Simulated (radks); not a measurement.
Problem. Valence configurations of Hf III (all share [Xe]). Method: scalar-relativistic Kohn-Sham, SCAN, spin-polarised, spherical densities, finite nucleus; open shells are filled with parallel spins first (spin-orbit coupling, left out, can overturn this in heavy ions); meta-GGA in the generalised Kohn-Sham scheme; Fermi nuclear charge, rms radius 5.347 fm; computed with a radial shooting solver on a logarithmic mesh with Libxc functionals. Order these by energy: 4f14 5d1 6s1; 4f13.5 5d2 6s0.5; 4f13 5d2 6p1; 4f14 5d2; 4f13 5d3; 4f13 5d2 6s1; 4f12 5d2 6s1 6p1; 4f14 5d1 6p1; 4f11.5 5d2 6s1 6p1.5.

Solution. From the lowest, in eV above it: 4f14 5d1 6s1 0.000; 4f14 5d2 0.713; 4f14 5d1 6p1 6.375; 4f13.5 5d2 6s0.5 8.627; 4f13 5d3 18.106; 4f13 5d2 6s1 18.386; 4f13 5d2 6p1 25.324; 4f12 5d2 6s1 6p1 52.395; 4f11.5 5d2 6s1 6p1.5 73.518. NIST lists [Xe] 4f14 5d2 as the ground configuration; this level of theory puts 4f14 5d1 6s1 lower, by 0.713 eV. The energies are those of spherical high-spin densities, not of single terms. No valid solution was reached for [Xe] 4f12 5d1 6s2 6p1.
